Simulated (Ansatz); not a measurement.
Input file for Ansatz (a quantum-chemistry and plane-wave program): R-CCSD(T)/def2-TZVPPD on HITe (SMILES [TeH]I), atoms moved off the minimum. Elements past Kr take the def2 small-core potentials; no spin–orbit coupling. Files ending in .json are basis or fitting sets from the Basis Set Exchange. The run froze 18 orbitals, filled d shells among them.

Ansatz 0.2 input:
```yaml
crystal:
  periodic: [false, false, false]
  atoms:
    - {symbol: Te, position_ang: [0.49129564, 0.83653542, 0.97314001]}
    - {symbol: H, position_ang: [0.68368439, 2.14704051, -0.13499962]}
    - {symbol: I, position_ang: [-0.50841967, -0.81680214, -0.98718963]}
basis:
  gaussian:
    orbitals: def2-TZVPPD.json
magnetization: {spin_polarized: false}
correlation: {method: ccsd_t, electrons: outside_noble_gas}
scf: {lower_state_search: off}
output: {forces: true}
```

It printed:

```
WARN ansatz: RAYON_NUM_THREADS=1 ignored (pool sized by the plan → 1); use --threads N
Functional definition: HF
these checks for a lower state are left out or cut short: starts, cluster_reference, orbital_swaps, neighbouring_geometries, increment
integrals: 0.27 GiB planned
1153 factors; integrals over basis functions are off by at most 1.0e-3 eV
mean field: 0.42 GiB planned
mean field evaluation 1: about -15353.8791 eV, gradient 1.1e1 eV
mean field evaluation 2: about -15353.9002 eV, gradient 1.1e1 eV
mean field evaluation 4: about -15354.3745 eV, gradient 1.6e0 eV
mean field evaluation 8: about -15354.3876 eV, gradient 1.7e-1 eV
mean field -15354.38777922 eV, -564.2633433086 hartree, gradient 2.2e-6 eV, S^2 0.000000; 0 other end points of the search recorded, 0 dependent functions left out
18 core orbitals not correlated
reference -15354.38777922 eV, -564.2633433086 hartree; 7, 7 occupied and 110, 110 virtual orbitals, 1153 factors
too little memory for Intel AMX tiles; the run may be slower
densities: 1.03 GiB planned
second order -7.42685314 eV of doubles, -0.00000000 eV of singles
coupled cluster: 0.62 GiB planned
cycle   1  -8.02192840 eV  change   -6.0e-1 eV  update   7.2e-2
cycle   2  -8.27273972 eV  change   -2.5e-1 eV  update   2.4e-2
cycle   3  -8.30338495 eV  change   -3.1e-2 eV  update   9.3e-3
cycle   4  -8.30044785 eV  change    2.9e-3 eV  update   2.9e-3
cycle   5  -8.30019065 eV  change    2.6e-4 eV  update   1.0e-3
cycle   6  -8.30013521 eV  change    5.5e-5 eV  update   3.8e-4
cycle   7  -8.30015014 eV  change   -1.5e-5 eV  update   1.2e-4
cycle   8  -8.30018054 eV  change   -3.0e-5 eV  update   5.5e-5
cycle   9  -8.30017615 eV  change    4.4e-6 eV  update   2.5e-5
cycle  10  -8.30016905 eV  change    7.1e-6 eV  update   1.2e-5
cycle  11  -8.30017220 eV  change   -3.2e-6 eV  update   5.7e-6
cycle  12  -8.30017239 eV  change   -1.8e-7 eV  update   2.1e-6
perturbative correction -0.36639053 eV, -0.0134646037 hartree
the calculation of the forces begins
mean field evaluation 16: about -15354.3625 eV, gradient 1.8e-1 eV
Total energy: -15363.05434214 eV, -564.5818336214 hartree
Atom 0 at     0.491296     0.836535     0.973140 Å, force     0.003123     0.553585    -0.814793 eV/Å
Atom 1 at     0.683684     2.147041    -0.135000 Å, force    -0.090381    -0.684622     0.623823 eV/Å
Atom 2 at    -0.508420    -0.816802    -0.987190 Å, force     0.087258     0.131037     0.190970 eV/Å
Dipole moment:     0.084779     0.158869     0.138311 e Å
Checks for a lower state left out: starts, cluster_reference, orbital_swaps, neighbouring_geometries, increment
```

Self-consistency was reached.

Cost: roughly 40 core-seconds.
